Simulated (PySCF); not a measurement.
A structure optimised at PBE-D3(BJ)/def2-SVP, used in a PySCF frequency run:

```xyz
10

Ga     0.0000     0.0000    -0.3379
C      0.0002    -1.8034    -1.1270
H      0.8870    -2.3622    -0.7658
H      0.0114    -1.7777    -2.2337
H     -0.8999    -2.3529    -0.7846
C     -0.0002     1.8034    -1.1270
H      0.8999     2.3529    -0.7846
H     -0.8870     2.3622    -0.7658
H     -0.0114     1.7777    -2.2337
Cl     0.0000     0.0000     1.8569
```
Charge 0, spin multiplicity 1.

Task: Write its SMILES, formula and point group.

Result: [CH3][Ga]([CH3])[Cl], C₂H₆ClGa, C2

Task: What are its rotational constants (standard atomic weights)?

Result: 4.5893, 2.8718, 1.8071 GHz
